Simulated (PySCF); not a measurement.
Some computed properties have been withheld. Give your best values.

C6H6F2O2.
SMILES: `CC1=CC=C(OC(F)F)O1`

Conformer (atom-mapped SMILES and torsion angles): `[CH3:1][c:2]1[cH:3][cH:4][c:5]([O:6][CH:7]([F:8])[F:9])[o:10]1`: C4–C5–O6–C7 -177°, C5–O6–C7–F8 -80°.

| property | level | value |
| --- | --- | --- |
| point group | PBE0-D3(BJ)/def2-SVP | ? |
| rotational constants A, B, C | PBE0-D3(BJ)/def2-SVP | 3.022, 0.789, 0.669 GHz |
| dipole moment | PBE0/def2-SVPD | ? |
| HOMO energy | PBE0/def2-SVPD | -6.22 eV |
| LUMO energy | PBE0/def2-SVPD | 0.28 eV |
| lowest singlet excitation | TDDFT PBE0/def2-SVPD | ? |
| strongest line among the 6 lowest singlet transitions | TDDFT PBE0/def2-SVPD | ? |
| static isotropic polarisability | PBE0/def2-SVPD | 79.3 au |
| electronic spatial extent ⟨r²⟩ about the centre of nuclear charge | PBE0/def2-SVPD | 1615 bohr² |

Gas-phase values; electronic properties from PySCF, density fitting. Isolated species at its PBE0-D3(BJ)/def2-SVP geometry (one conformer only).

Task: The strongest line among the 6 lowest singlet transitions?

Result: S2 at 5.89 eV (211 nm, f = 0.228).

Task: Give the dipole moment.

Result: 2.86 D.

Task: The point group?

Result: C1.

Task: What is the lowest singlet excitation?

Result: 5.68 eV (218 nm, f = 0.016).

The rotational constants make it an asymmetric top with κ = (2B − A − C)/(A − C) = -0.90, nearer the prolate limit (−1). In wavenumbers S1 is 45800 cm⁻¹ (1 eV = 8065.54 cm⁻¹). The principal polarisabilities are 55.7, 84.6 and 97.5 au; their mean is the isotropic value. The polarisability is 11.75 Å³ as a volume (1 au = 0.148185 Å³), or 1.04 au for each of the 76 electrons.

For the geometry optimisation (PBE0-D3(BJ)/def2-SVP), on one thread of an x86-64 server (shared host), this took 1.8 min wall.
